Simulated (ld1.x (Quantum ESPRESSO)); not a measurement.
La (Z = 57), RRKJ: configuration errors across variants

ld1.x (Quantum ESPRESSO) 7.5 input, shortened:

```
&input
   title='La', zed=57., rel=2, dft='PZ', iswitch=3,
   config='[Xe] 4f0 5d1.5 6s1.5 6p0', rel_dist='average'
 /
 &inputp
   pseudotype=2, tm=.false., rho0=0.01, lloc=0,
   nlcc=.true., rcore=1.30
 /
4
6P  2  1   0.00   0.00  4.05  4.05  0.0
5D  3  2   1.50   0.00  3.05  3.05  0.0
4F  4  3   0.00   0.00  1.35  1.35  0.0
6S  1  0   1.50   0.00  4.20  4.20  0.0
 &test
   configts(1)='4f0 5d1.5 6s1.5 6p0'
 /
```

Open shells are filled in proportion to 2j + 1 (rel_dist='average').

All-electron excitation energies from the reference (eV): (1) 4f0 5d1 6s2 6p0 -0.362; (2) 4f0 5d1 6s1 6p0 5.800; (3) 4f0 5d1 6s0 6p0 16.950; (4) 4f1 5d0 6s1 6p0 6.008; (5) 4f0 5d2 6s1 6p0 0.467; (6) 4f0 5d1 6s1.5 6p0 2.120; (7) 4f0 5d2 6s0 6p0 5.949.

Errors AE − PS in meV (a dash: test not solved or not reliable):

```csv
change,(1),(2),(3),(4),(5),(6),(7),bound ghosts
base,-13,-20,-91,-869,-11,-13,-24,none
wave 6s (bound): rc 4.20 bohr becomes 6s (bound): rc 2.92 bohr,-7.1,-9.7,-98,-815,-7.3,-5.9,-13,none
wave 6s (bound): rc 4.20 bohr becomes 6s (bound): rc 3.60 bohr,-14,-21,-86,-872,-12,-14,-26,none
wave 6s (bound): rc 4.20 bohr becomes 6s (bound): rc 4.06 bohr,-14,-20,-89,-870,-11,-14,-25,none
wave 6s (bound): rc 4.20 bohr becomes 6s (bound): rc 5.54 bohr,+1.6,-4.1,-206,-826,-0.4,+4.8,-14,none
wave 6s (bound): rc 4.20 bohr becomes 6s (bound): rc 6.22 bohr,+11,+6.0,-331,-797,+6.7,+18,-23,none
```

Question: Give the same row for: wave 6s (bound): rc 4.20 bohr becomes 6s (bound): rc 4.76 bohr.

Answer: -8.0, -15, -120, -855, -7.5, -7.7, -18; bound ghosts: none.
